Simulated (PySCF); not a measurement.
## SnTe⁺: frontier orbitals

BP86 at R = 2.703 Å; basis Sn cc-pVDZ-PP with ECP28, Te cc-pVDZ-PP with ECP28; scalar-relativistic core potentials; PySCF 2.14. State: ²Π (doublet), unpaired electrons π ↑. Only the outer orbitals are listed, counted within each symmetry, core potentials removing the inner ones.

```json
{"spin": "α", "orbital": "7σ", "occ.": "1", "ε (eV)": "-21.48", "on Sn (%)": "11", "main shells (%)": "87 Te s, 8 Sn s"}
{"spin": "α", "orbital": "8σ", "occ.": "1", "ε (eV)": "-17.05", "on Sn (%)": "81", "main shells (%)": "81 Sn s, 10 Te s, 8 Te p"}
{"spin": "α", "orbital": "5π", "occ.": "1", "ε (eV)": "-12.32", "on Sn (%)": "13", "main shells (%)": "86 Te p, 12 Sn p"}
{"spin": "α", "orbital": "9σ", "occ.": "1", "ε (eV)": "-12.09", "on Sn (%)": "42", "main shells (%)": "57 Te p, 32 Sn p, 9 Sn s"}
{"spin": "α", "orbital": "5π", "occ.": "1", "ε (eV)": "-11.57", "on Sn (%)": "18", "main shells (%)": "81 Te p, 17 Sn p"}
{"spin": "α", "orbital": "6π", "occ.": "0", "ε (eV)": "-9.42", "on Sn (%)": "87", "main shells (%)": "87 Sn p, 12 Te p"}
{"spin": "α", "orbital": "6π", "occ.": "0", "ε (eV)": "-9.07", "on Sn (%)": "82", "main shells (%)": "82 Sn p, 18 Te p"}
{"spin": "α", "orbital": "10σ", "occ.": "0", "ε (eV)": "-6.63", "on Sn (%)": "70", "main shells (%)": "68 Sn p, 29 Te p"}
{"spin": "β", "orbital": "7σ", "occ.": "1", "ε (eV)": "-20.93", "on Sn (%)": "14", "main shells (%)": "84 Te s, 11 Sn s"}
{"spin": "β", "orbital": "8σ", "occ.": "1", "ε (eV)": "-16.92", "on Sn (%)": "80", "main shells (%)": "80 Sn s, 12 Te s"}
{"spin": "β", "orbital": "9σ", "occ.": "1", "ε (eV)": "-11.90", "on Sn (%)": "43", "main shells (%)": "55 Te p, 34 Sn p, 8 Sn s"}
{"spin": "β", "orbital": "5π", "occ.": "1", "ε (eV)": "-11.31", "on Sn (%)": "24", "main shells (%)": "76 Te p, 23 Sn p"}
{"spin": "β", "orbital": "5π", "occ.": "0", "ε (eV)": "-11.24", "on Sn (%)": "25", "main shells (%)": "74 Te p, 24 Sn p"}
{"spin": "β", "orbital": "6π", "occ.": "0", "ε (eV)": "-9.04", "on Sn (%)": "77", "main shells (%)": "76 Sn p, 23 Te p"}
{"spin": "β", "orbital": "6π", "occ.": "0", "ε (eV)": "-9.04", "on Sn (%)": "75", "main shells (%)": "75 Sn p, 24 Te p"}
```

Which are the highest filled and the lowest empty level, where do they sit, and how wide is the gap?

Highest filled β 5π at -11.31 eV (in %: 76 Te p, 23 Sn p); lowest empty β 5π at -11.24 eV (in %: 74 Te p, 24 Sn p); the gap at BP86 is 0.07 eV. Both belong to one degenerate shell, split only by its one-sided filling, so this is no excitation gap.

| Property | Result |
| --- | --- |
| bond order (Mayer) | 1.79 |
| ⟨S²⟩ | 0.756 |
| charge on Sn (Mulliken, basis-dependent) | 0.74 |
| charge on Sn (Löwdin, basis-dependent) | 0.67 |
| dipole moment (positive dipole points towards Te; it is taken about the centre of mass and depends on that origin) | -2.87 D |

Spin–orbit coupling is left out. The state is the lowest determinant that a PBE0 search found; another state may lie lower at other levels.
